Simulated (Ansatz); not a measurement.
```yaml
crystal:
  periodic: [false, false, false]
  atoms:
    - {symbol: Br, position_ang: [-2.296040, -1.235496, -0.026264]}
    - {symbol: B, position_ang: [-0.426521, -0.766933, -0.067185]}
    - {symbol: B, position_ang: [1.264484, -0.416809, -0.218000]}
    - {symbol: C, position_ang: [0.282060, 0.773601, 0.121132]}
    - {symbol: H, position_ang: [2.208554, -0.632093, -0.671654]}
    - {symbol: H, position_ang: [0.460318, 1.786384, 0.391042]}
    - {symbol: H, position_ang: [-0.991316, 0.694707, 0.436203]}
basis:
  gaussian: {orbitals: STO-3G}
hamiltonian: {xc: {name: B3LYP}}
relax: {f_tol: 0.0001, max_steps: 2}
```

```sh
$ ansatz run in.yaml --threads 2 --pin off --events-out ev --progress --plain --max-ram 4352MiB
```

Shortened log:

```
Functional definition: B3LYP
449 factors; integrals over basis functions are off by at most 3.9e-5 eV
mean field evaluation 1: about -71684.2060 eV, gradient 1.5e1 eV
mean field evaluation 2: about -71682.9744 eV, gradient 2.5e1 eV
mean field evaluation 4: about -71685.0811 eV, gradient 2.1e0 eV
mean field evaluation 8: about -71685.0026 eV, gradient 2.4e-2 eV
mean field -71685.00258746 eV, -2634.3752552492 hartree, gradient 2.4e-5 eV, S^2 0.000000; 0 other end points of the search recorded, 0 dependent functions left out
reference -71685.00275068 eV, -2634.3752612475 hartree; 27, 27 occupied and 9, 9 virtual orbitals, 449 factors
relax step   1: F+E_penalty+E_count = -71685.00258746 eV  Δ(F+E_penalty+E_count) = +0.000e0 eV  max|allowed force component| = 1.142e1 eV/Å  Δτ_max = 0.0000 Å  (23 SCF iters, accepted)
449 factors; integrals over basis functions are off by at most 5.6e-5 eV
mean field evaluation 16: about -71686.7455 eV, gradient 2.2e-1 eV
mean field -71686.66392410 eV, -2634.4363082447 hartree, gradient 1.7e-5 eV, S^2 0.000000; 0 other end points of the search recorded, 0 dependent functions left out
reference -71686.66408567 eV, -2634.4363141824 hartree; 27, 27 occupied and 9, 9 virtual orbitals, 449 factors
relax step   2: F+E_penalty+E_count = -71686.66392410 eV  Δ(F+E_penalty+E_count) = -1.661e0 eV  max|allowed force component| = 1.490e0 eV/Å  Δτ_max = 0.1977 Å  (25 SCF iters, accepted)
Error: geometry relaxation did not converge after 2 steps: max|allowed force component| = 1.49e0 eV/Å (threshold 1.0e-4). Raise `relax.max_steps` over both its present limit and 2, loosen `relax.f_tol`, or start from a geometry closer to equilibrium. Where this run's directory can be resumed (`checkpoint.write`), a resume goes on for up to `relax.max_steps` more
```

(1) What is wrong with this run?

Results:

(1) The relaxation is allowed too few steps for its threshold. No converged result was reached.

B3LYP here is the variant with VWN-RPA as its local correlation; programs differ in this.
